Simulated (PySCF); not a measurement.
**NMR problem set**

[PySCF: PBE0/pcSseg-1 with gauge-including orbitals; GFN2-xTB geometry; fast rotation and ring inversion assumed for equivalent nuclei; a single conformation; relativity neglected; no solvent]

Chemical shifts δ = σref − σ; ¹H, ¹³C vs TMS, all at this level. Splittings of carbon signals by F and P are missing where no couplings were computed. Where no couplings were computed, multiplicities follow the n + 1 count of equivalent neighbours, and m marks all less simple cases (inequivalent or close neighbours, rings, F or P nearby). Acid and N–H amide carbonyl carbons lie up to 10 ppm further downfield in solution (hydrogen bonding). Shifts are as computed. Against solution values, carbons near 30 ppm lie about +3 ppm off and those near 130 ppm about +5 ppm. Of 1211 compounds with measured shifts, 218 miss one by over three times the rms of a fit or turn the order of signals round; such compounds aren't used in these exercises. OH and NH positions are gas-phase values without hydrogen bonding to other molecules.

Question: C7H6F4. ¹H NMR (500 MHz, computed): δ 6.20 (m, 1H), 6.01 (m, 1H), 2.12 (m, 1H), 1.96 (m, 1H), 1.01 (m, 1H), 0.97 (m, 1H). ¹³C{¹H} NMR (computed): δ 153.3, 138.8, 131.2, 100.1, 25.7, 22.7, 20.1. What is it?

Answer: `F[C@@H]1C=C(C(F)(F)F)[C@@H]2C[C@H]12`. Rings plus π bonds: 3 (2 rings in the answer). 7 carbon signals for 7 carbons: no two carbons are equivalent. Carbon types of the structure: 2 × C, 4 × CH, 1 × CH2, which accounts for all hydrogens. δC 153.3: fully substituted alkene carbon; as expected for a trigonal carbon in a double bond. δC 138.8: alkene CH; an sp2 carbon of a C=C bond. δC 131.2: CF3 carbon; 3 electronegative neighbours deshield it. δC 100.1: allylic sp3 CH bonded to F; deshielded by the electronegative neighbour.

The data come from this structure; uniqueness wasn't tested.

Question: C3H8F2Si2. ¹H NMR (400 MHz, computed): δ 6.43 (m, 1H), 5.02 (m, 2H), 4.86 (m, 2H), 1.75 (m, 1H), 0.62 (m, 1H), 0.54 (m, 1H). ¹³C{¹H} NMR (computed): δ 123.4 (CH), 26.2 (CH), -8.6 (CH2). Identify the compound.

Answer: `FC(F)C1[SiH2]C[SiH2]1`. Rings plus π bonds: 1 (1 ring in the answer). 3 carbon signals for 3 carbons: no two carbons are equivalent. Carbon types of the structure: 2 × CH, 1 × CH2, leaving 4 H on heteroatoms. δC 123.4: sp3 CH bonded to 2 F; 2 electronegative neighbours deshield it. δC -8.6: sp3 CH2 bonded to 2 Si; an electropositive neighbour leaves it electron-rich and shielded. δH 6.43: hydrogen on an sp3 CH bonded to 2 F; its carbon carries F, hence the downfield position. δH 0.62, 0.54: hydrogen on an sp3 CH2 bonded to 2 Si; an electropositive neighbour shields it, as in TMS itself.

The shifts were computed for this structure.

Question: C8H7FO2. ¹H NMR (300 MHz, computed): δ 7.62 (m, 1H), 7.48 (m, 1H), 7.41 (m, 1H), 7.39 (m, 1H), 6.20 (br s, 1H), 3.72 (s, 2H). ¹³C{¹H} NMR (computed): δ 176.5 (C), 171.7 (C), 137.9 (CH), 134.9 (CH), 129.0 (CH), 128.7 (C), 121.3 (CH), 37.0 (CH2). Give a structure.

Answer: `O=C(O)Cc1ccccc1F`. The formula gives 5 degrees of unsaturation (1 ring in the answer). 8 carbon signals for 8 carbons: no two carbons are equivalent. Carbon types of the structure: 3 × C, 4 × CH, 1 × CH2, leaving 1 H on heteroatoms. δC 176.5: carboxylic acid carbon; it is a carbonyl in resonance with an O or N lone pair, the region of acids, esters and amides. δC 171.7: aromatic carbon bearing fluorine; the electronegative substituent deshields the carbon that carries it. δC 137.9, 134.9, 129.0, 121.3: aromatic CH. δC 128.7: substituted aromatic carbon.

The data come from this structure; uniqueness wasn't tested.
